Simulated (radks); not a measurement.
Values are calculated unless marked as measured or tabulated.
Dipole-allowed excitations along the series with 12 electrons in [Ne] 3s2. Code: a radial shooting solver on a logarithmic mesh with Libxc functionals. Model: scalar-relativistic Kohn-Sham, exchange-only LDA, spin-polarised, spherical densities, finite nucleus; Fermi nuclear charge, rms radius of each element as measured or else 0.836 A^(1/3) + 0.57 fm. Time-dependent linear response with the Hartree and adiabatic exchange-only LDA kernel, continuum included through the Sternheimer equations, no spin-orbit coupling, so fine structure and intercombination lines are absent. Lines are the poles of the dipole polarisability below minus the highest occupied eigenvalue, found on a grid refined at the orbital gaps; the lowest seven at most are given, and weak or close lines can be missed. The first line takes the name of the lowest orbital gap if no other gap lies below it; otherwise a line is named after a gap within 0.6 % of it, if that gap stands alone.

species,-e(HOMO) (eV),lowest orbital gap (eV),first line (eV),f,static alpha (bohr^3)
As21+,888.99,3s-3p 54.212,66.643 (3s-3p),0.620,0.1079
Se22+,966.00,3s-3p 57.318,70.269 (3s-3p),0.607,0.09491
Br23+,1046.3,3s-3p 60.541,74.015 (3s-3p),0.595,0.08384
Kr24+,1129.8,3s-3p 63.890,77.892 (3s-3p),0.585,0.07432
Rb25+,1216.6,3s-3p 67.374,81.908 (3s-3p),0.575,0.06610
